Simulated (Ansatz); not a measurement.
Start from `[CH3][GeH]([CH3])[PH2]` and change one atom or group to get `C#[C][GeH]([CH3])[CH3]`.

Ansatz, PBE0-D4/def2-TZVP geometries, multiplicity 1. Each molecule was computed in one conformer, which needn't be the lowest.

Scalar relativity is left out up to krypton.

```json
{"property": "HOMO–LUMO gap (PBE0/def2-TZVPP) / eV", "`[CH3][GeH]([CH3])[PH2]`": "7.66"}
{"property": "HOMO–LUMO gap (ωB97M-V/def2-TZVPP) / eV", "`[CH3][GeH]([CH3])[PH2]`": "11.36"}
{"property": "LUMO energy (ωB97M-V/def2-TZVPP) / eV", "`[CH3][GeH]([CH3])[PH2]`": "2.13"}
{"property": "size of the dipole moment (PBE/def2-TZVPP) / D", "`[CH3][GeH]([CH3])[PH2]`": "1.46"}
{"property": "HOMO energy (PBE0/def2-TZVPP) / eV", "`[CH3][GeH]([CH3])[PH2]`": "-7.15"}
{"property": "HOMO energy (ωB97M-V/def2-TZVPP) / eV", "`[CH3][GeH]([CH3])[PH2]`": "-9.23"}
```

Question: What does the change do to each property? (Best estimate.)

Answer: Computed: 
```json
{"property": "HOMO–LUMO gap (PBE0/def2-TZVPP) / eV", "`C#[C][GeH]([CH3])[CH3]`": "8.29", "shift": "0.63"}
{"property": "HOMO–LUMO gap (ωB97M-V/def2-TZVPP) / eV", "`C#[C][GeH]([CH3])[CH3]`": "12.30", "shift": "0.94"}
{"property": "LUMO energy (ωB97M-V/def2-TZVPP) / eV", "`C#[C][GeH]([CH3])[CH3]`": "2.23", "shift": "0.10"}
{"property": "size of the dipole moment (PBE/def2-TZVPP) / D", "`C#[C][GeH]([CH3])[CH3]`": "0.89", "shift": "-0.57"}
{"property": "HOMO energy (PBE0/def2-TZVPP) / eV", "`C#[C][GeH]([CH3])[CH3]`": "-7.84", "shift": "-0.69"}
{"property": "HOMO energy (ωB97M-V/def2-TZVPP) / eV", "`C#[C][GeH]([CH3])[CH3]`": "-10.07", "shift": "-0.84"}
```

With PBE0 the HOMO falls by 0.69 eV and the LUMO falls by 0.06 eV, so the gap widens by about 0.63 eV. PBE moves the HOMO by -0.56 eV and ωB97M-V by -0.84 eV. Dipoles are sizes alone; their direction can turn.

Positive LUMOs are unbound, so they and the gaps depend on the basis.
